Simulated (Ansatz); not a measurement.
Computed with Ansatz on PBE0-D4/def2-TZVP structures; ΔE is electronic, products minus reactants. CBS: MP2 limit from def2 TZ/QZ plus the TZ coupled-cluster correction, frozen cores. This one scheme is used for every species. DFT in def2-TZVPP. For Ge outer-core shells are correlated without core-valence functions, which leaves a few kJ/mol of doubt a bond. Scalar relativity is left out up to krypton. One conformer a species, not always the lowest.

Consider the formal exchange of groups at a Ge–C bond: `O[SiH2][CH2][GeH3]` + `BOC` → `BO[CH2][GeH3]` + `C[SiH2]O`.

**Question.** Is it downhill or uphill in electronic energy at CCSD(T)/CBS, and by how much? (Best estimate.)

**Answer.** The calculation gave: Uphill: ΔE = +4.5 kcal/mol.

**Question.** What do these levels give: PBE0-D4, B2PLYP, r2SCAN, HF/def2-TZVPP, SCS-MP2/def2-TZVPP, CCSD/CBS(def2)? (Estimate.)

**Answer.** Ansatz gave: PBE0-D4 4.2, B2PLYP 3.7, r2SCAN 3.7, HF/def2-TZVPP 4.6, SCS-MP2/def2-TZVPP 4.8, CCSD/CBS(def2) 4.5 kcal/mol.

Largest T1 diagnostic among the species: 0.014.

From PBE to PBE0 (25 % exact exchange), in def2-TZVPP and without D4, ΔE moves by +0.8 kcal/mol. The D4 term adds +0.8 kcal/mol with B3LYP and +0.4 kcal/mol with PBE0; it sums over pairs of atoms, weighted by their polarisabilities, and B3LYP, whose exchange is more repulsive, gets the larger term.

B3LYP here is the variant with VWN-RPA as its local correlation; programs differ in this.
